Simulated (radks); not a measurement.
The nitrogen ion N2+, 5 electrons, occupied as [He] 2s0.5 2p2.5 (fractional occupations, a model configuration). All-electron calculation, non-relativistic Kohn-Sham, BLYP, spin-polarised, spherical densities, point nucleus; open shells are filled with parallel spins first. Program: a radial shooting solver on a logarithmic mesh with Libxc functionals.

Unscreened Slater integrals over Kohn-Sham orbitals (eV). They are taken over the spin-up orbitals.

F0(2p,2p): 22.128
F2(2p,2p): 10.328
F0(2p,2s): 21.547
G1(2p,2s): 13.162
F0(2p,1s): 30.874
G1(2p,1s): 3.7563
F0(2s,2s): 21.195
F0(2s,1s): 29.811
G0(2s,1s): 2.4182
F0(1s,1s): 111.66

Derived for the open shells (J is the average intra-shell exchange parameter used in DFT+U). 2p: J = F2/5 = 2.066 eV.
